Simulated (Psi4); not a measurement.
H$_{4}$GeO$_{3}$Se (SMILES [OH][Ge]([OH])([OH])[SeH]), singlet, geometry from GFN2-xTB.

The Psi4 input:
```
memory 2 GB

molecule mol {
0 1
  O    -0.482627    1.549428   -1.238536
  Ge   -0.620932    0.130338   -0.241751
  O    -1.788664    0.354140    1.037718
  O    -1.303340   -1.095455   -1.263802
  Se    1.489931   -0.340021    0.622778
  H    -1.032887    1.530428   -2.020159
  H    -1.626649    1.066026    1.653253
  H    -1.693597   -1.844705   -0.818238
  H     2.162330    0.173242   -0.536332
}

set basis sto-3g
set reference rhf

energy('scf')
print_variables()
```

Question: What dipole moment does HF/STO-3G in Psi4 give?

Answer: 0.99 D

Question: Predict the number of basis functions from HF/STO-3G.

Answer: 55

Question: What total energy does HF/STO-3G give?

Answer: -4649.236571 Ha

Question: Estimate the nuclear repulsion energy that HF/STO-3G returns for this input.

Answer: 724.9275 Eh
